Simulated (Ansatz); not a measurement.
The same path of F3H4NOZr (10 atoms, charge 0, multiplicity 1) was run twice with different band settings. Lost on the way: N7–H10. Made: O2–H10.

Level of theory: RKS B3LYP/def2-SVP (Ansatz).

Relaxed end points:

```xyz
10
Properties=species:S:1:pos:R:3
Zr 0.000 -0.112 0.191
O -0.417 0.091 2.085
H -0.897 0.625 2.724
F 1.789 0.392 -0.351
F -0.977 1.372 -0.551
F -0.893 -1.562 -0.731
N 1.294 -2.053 1.032
H 0.964 -2.935 0.635
H 2.290 -1.971 0.816
H 1.206 -2.124 2.049
```

```xyz
10
Properties=species:S:1:pos:R:3
Zr 0.194 -0.622 -0.047
O 0.338 -0.089 2.304
H 0.797 0.762 2.383
F 1.260 1.004 0.046
F -1.652 -0.442 0.539
F 0.038 -0.964 -1.928
N 1.134 -2.329 0.545
H 1.385 -3.101 -0.072
H 1.430 -2.552 1.494
H -0.564 0.053 2.636
```

Common settings: movable images 5; climbing image yes; spring 5.0 eV/Å²; optimiser quadratic models (default); start path through a guess of the saddle point; iteration limit 60; end points relaxed.

| run | force threshold |
| --- | --- |
| 1 | 0.05 eV/Å |
| 2 | 0.5 eV/Å |

(1) What does each run give, and how far can it be trusted?

## Answers

(1) Run 1: converged after 21 iterations, highest image 1.260 eV above the first end. A vibrational analysis at the climbing image gives one clearly imaginary mode, 766i cm⁻¹: a first-order saddle point.
Run 2: converged after 10 iterations, highest image 1.169 eV above the first end. The threshold of 0.5 eV/Å is loose, so the images may lie well off the minimum-energy path. The order of the point at the top wasn't checked.
The orbitals stay closed-shell, which can raise the energy where a bond breaks towards radicals; this wasn't checked here.
